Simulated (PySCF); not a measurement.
A structure optimised at B3LYP-D3(BJ)/def2-SVP, used in a PySCF frequency run:

```
O
C 1 1.2595
O 2 1.2752 1 127.32
H 3 0.9791 2 117.22 1 0.00
H 2 1.0998 1 116.75 3 180.00
C 1 1.4696 2 124.32 5 180.00
H 6 1.0945 1 104.66 2 180.00
H 6 1.0996 7 110.43 1 -117.15
H 6 1.0996 7 110.43 8 -125.69
```
Charge +1, spin multiplicity 1.

Problem. Write its SMILES, formula and point group.

Solution. COC=[OH+], C2H5O2, Cs

Problem. What are its rotational constants (standard atomic weights)?

Solution. 19.542, 6.1789, 4.8472 GHz
